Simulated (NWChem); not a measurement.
Species: C$_{2}$H$_{7}$FOSi; SMILES C[C@@H](O)[SiH2]F

```xyz
12

C     -0.8073     1.9469    -0.1260
C      0.1444     0.7862    -0.3787
O      1.4311     1.0139     0.1738
Si    -0.5307    -0.8760     0.2282
F      0.4311    -2.0868    -0.2763
H     -1.0456     2.0520     0.9468
H     -1.7586     1.8203    -0.6662
H     -0.3443     2.8895    -0.4575
H      0.3085     0.6949    -1.4671
H      1.3348     1.1062     1.1289
H     -1.9063    -1.1554    -0.2782
H     -0.5099    -0.8726     1.7229
```
Atoms are numbered in this order, from 1.

Computed with NWChem. Pople sets run with spherical d functions. The geometry was optimised at PBE0/def2-SVP. Not confirmed as a minimum by frequencies. LC-ωPBE (HJS hole) with 6-31G*; x = 1 − exp(−ω/0.25 bohr⁻¹) is a scale chosen for this fit.

```
row           x  −ε(HOMO) (eV)
--------  -----  -------------
ω = 0.25  0.632           8.87
ω = 0.35  0.753           9.69
ω = 0.40  0.798       withheld
ω = 0.50  0.865          10.55
ω = 0.80  0.959          11.44
```

Fit a straight line of the last column on the one before it, predict the withheld value, and compare with the run.


1. Means of the 4 shown rows: x = 0.8023, y = 10.137. Slope Σ(x − x̄)(y − ȳ)/Σ(x − x̄)² = 0.4679/0.05992 = 7.809; intercept 3.873.
2. The shown rows scatter about the line by 0.071 (root mean square); the largest residual is +0.08, at ω = 0.80.
3. At x = 0.798 (ω = 0.40; inside the shown range) the line gives 10.10.
4. The run gives 10.02, -0.08 from the line, 1.1 times the scatter.
